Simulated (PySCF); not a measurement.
**How the method changes the constants of SrCd**

State: ¹Σ⁺ (singlet), closed shell. Set-up: PySCF, scalar-relativistic core potentials, basis sets Sr def2-SVPD with ECP28, Cd def2-SVPD with ECP28. De refers to Sr + Cd in their ground configurations, without counterpoise correction. A positive dipole means Sr(−)Cd(+). Levels whose curve was spin-contaminated or gave no clean fit are not listed.

| Level | Re (Å) | ωe (cm⁻¹) | De (eV) | μ (D) | CPU s a point (SCF and correlation, without the integrals) |
| --- | --- | --- | --- | --- | --- |
| RHF-MP2 | 4.357 | 13.9 | 0.069 | n/a | 0.17 |
| PBE | 3.912 | 44.9 | 0.131 | -0.21 | 0.64 |
| BP86 | 3.917 | 43.1 | 0.093 | -0.23 | 0.42 |
| r²SCAN | 3.855 | 47.8 | 0.119 | -0.10 | 0.89 |
| r²SCANh | 3.901 | 44.9 | 0.107 | -0.09 | 0.98 |
| PBE0 | 4.010 | 39.5 | 0.099 | -0.05 | 1.2 |
| r²SCAN0 | 3.974 | 40.7 | 0.092 | -0.07 | 0.93 |

Question: What does a quarter of exact exchange do here, going from PBE to PBE0?

Answer: PBE0 less PBE: +9.8 pm in Re, -12.0 % in ωe, -0.03 eV in De. Exact exchange removes part of the self-interaction that spreads semilocal densities, and in most molecules shortens and stiffens the bond and lowers De; here Re and ωe go the other way.

Question: What does the step from GGA to meta-GGA do here, going from PBE to r²SCAN?

Answer: r²SCAN less PBE: -5.7 pm in Re, +6.5 % in ωe, -0.01 eV in De. 

Correlated steps freeze no core orbitals. Closed-shell solutions of metal pairs were not tested for spin polarisation, which can lower them a little. The bond is weak. Basis-set superposition, not corrected here, can be much of De in a small basis, most of all at correlated wavefunction levels. Functionals without a dispersion term scatter widely for such bonds, and LDA overbinds them.

The whole job (state search and all levels along the bond) took about 2.7 min on 1 thread of Arm Neoverse V2 (shared host), peak memory 0.84 GiB.
